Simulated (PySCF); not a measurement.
Ge(H)3(Et), SMILES C[CH2][GeH3], PBE0/def2-SVP optimised geometry.

```
11

Ge    -0.49     0.77     0.00
C     -1.16    -0.20     1.57
C     -0.72    -1.65     1.64
H     -0.98     2.23     0.00
H      1.06     0.77     0.00
H     -0.97     0.08    -1.30
H     -2.26    -0.12     1.55
H     -0.84     0.36     2.46
H      0.38    -1.74     1.68
H     -1.06    -2.23     0.77
H     -1.12    -2.15     2.54
```

Density from PBE0/def2-TZVP run with PySCF at that geometry.

Minimum of the electron density along straight lines between bonded atoms, close to the bond critical point (lines longer than 1.1 times the sum of covalent radii, or with two minima, are not listed):

```tsv
bond	length / Å	ρ at the minimum / e bohr⁻³	∇²ρ there / e bohr⁻⁵	position (fraction from the first atom)
Ge1–C2	1.962	0.127	(withheld)	0.47
C2–C3	1.524	(withheld)	-0.59	0.50
Ge1–H4	1.542	0.132	0.06	0.59
Ge1–H5	1.543	0.131	0.06	0.59
Ge1–H6	1.543	0.131	0.06	0.59
C2–H7	1.103	0.269	-0.89	0.64
C2–H8	1.103	0.269	-0.89	0.64
C3–H9	1.102	0.272	-0.91	0.64
C3–H10	1.102	0.272	-0.91	0.64
C3–H11	1.102	0.271	-0.91	0.64
```

Question: Fill in the missing entries.

Answer: 
- Ge1–C2, ∇²ρ there / e bohr⁻⁵: 0.08
- C2–C3, ρ at the minimum / e bohr⁻³: 0.243
